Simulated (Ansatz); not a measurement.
```yaml
crystal:
  periodic: [false, false, false]
  atoms:
    - {symbol: N, position_ang: [1.134802, -3.119073, 0.645241]}
    - {symbol: h, position_ang: [0.782152, -2.045001, 0.421845]}
    - {symbol: C, position_ang: [0.319564, -0.741589, 0.151657]}
    - {symbol: C, position_ang: [-0.937912, -0.225743, 0.073717]}
    - {symbol: C, position_ang: [-0.775502, 1.150137, -0.229270]}
    - {symbol: C, position_ang: [0.562562, 1.359871, -0.310537]}
    - {symbol: O, position_ang: [1.243261, 0.223938, -0.082685]}
    - {symbol: H, position_ang: [-1.855732, -0.772420, 0.217017]}
    - {symbol: H, position_ang: [-1.550426, 1.886168, -0.368137]}
    - {symbol: H, position_ang: [1.160532, 2.232412, -0.515846]}
basis:
  gaussian: {orbitals: x2c-TZVPPall}
hamiltonian: {xc: {name: B3LYP}, dispersion: d3bjatm}
```

```sh
$ ansatz run in.yaml --threads 4 --pin off --events-out ev --progress --plain --max-ram 10444MiB
```

Shortened log:

```
Error: YAML parse error: error: line 5 column 16: `h` is not an element symbol (H … Og, case-exact)
 --> <input>:5:16
  |
3 |   atoms:
4 |     - {symbol: N, position_ang: [1.134802, -3.119073, 0.645241]}
5 |     - {symbol: h, position_ang: [0.782152, -2.045001, 0.421845]}
  |                ^ `h` is not an element symbol (H … Og, case-exact)
6 |     - {symbol: C, position_ang: [0.319564, -0.741589, 0.151657]}
7 |     - {symbol: C, position_ang: [-0.937912, -0.225743, 0.073717]}
  |
```

Q: Something in this input is off. What?

A: An element symbol is wrong. The program refused the input.

B3LYP here is the variant with VWN-RPA as its local correlation; programs differ in this.
